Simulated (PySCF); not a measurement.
**Two-component Hartree-Fock for Ru¹⁶⁺ (ruthenium, charge +16)**

Start: [Ar] 3d10. Calculated with PySCF 2.14 in an even-tempered Gaussian basis (17 s from 1.5 bohr⁻², ratio 2.8; 13 p from 1.9 bohr⁻², ratio 2.8; 8 d from 1.9 bohr⁻², ratio 2.8; 4 f from 10 bohr⁻², ratio 3): generalised Hartree-Fock with the X2C-1e Hamiltonian and a Gaussian nucleus; one run each with spin-orbit coupling (SO) switched off, then screened by Boettger's factors.

| spinor shell | electrons | ε, spin-free (eV) | ε, screened SO (eV) | weight of nominal j (screened SO) | rms radius, screened SO (bohr) |
| --- | --- | --- | --- | --- | --- |
| 1s1/2 | 2 | -22633.3 | -22632.1 | 1.000 | 0.0384 |
| 2s1/2 | 2 | -3664.0 | -3663.6 | 1.000 | 0.158 |
| 2p1/2 | 2 | -3316.9 | -3407.6 | 1.000 | 0.137 |
| 2p3/2 | 4 | -3316.9 | -3274.7 | 1.000 | 0.142 |
| 3s1/2 | 2 | -979.53 | -979.45 | 1.000 | 0.426 |
| 3p1/2 | 2 | -862.42 | -878.81 | 1.000 | 0.420 |
| 3d3/2 | 4 | -676.17 | -678.92 | 1.000 | 0.405 |
| 3d5/2 | 6 | -676.17 | -674.27 | 1.000 | 0.408 |

Where does 3p3/2 lie, and what is the 3p spin-orbit splitting (screened SO)?

At -854.79 eV, 24.019 eV above 3p1/2.

```json
{"quantity": "E (hartree)", "spin-free": "-4433.21186", "screened SO": "-4433.84543"}
{"quantity": "M_J", "spin-free": "0", "screened SO": "0"}
{"quantity": "⟨J²⟩", "spin-free": "0.000", "screened SO": "0.000"}
{"quantity": "⟨L²⟩", "spin-free": "0.000", "screened SO": "0.007"}
{"quantity": "⟨S²⟩", "spin-free": "0.000", "screened SO": "0.007"}
```

Breit and QED terms are absent; they matter most for the inner s and p1/2 levels.

Densities and radii are taken from the X2C orbitals without a picture-change correction, which distorts them close to the nucleus.

Without spin-orbit coupling the j labels of p, d and f shells carry no meaning; the spin-free column gives the mean over the occupied spinors of each nl shell.
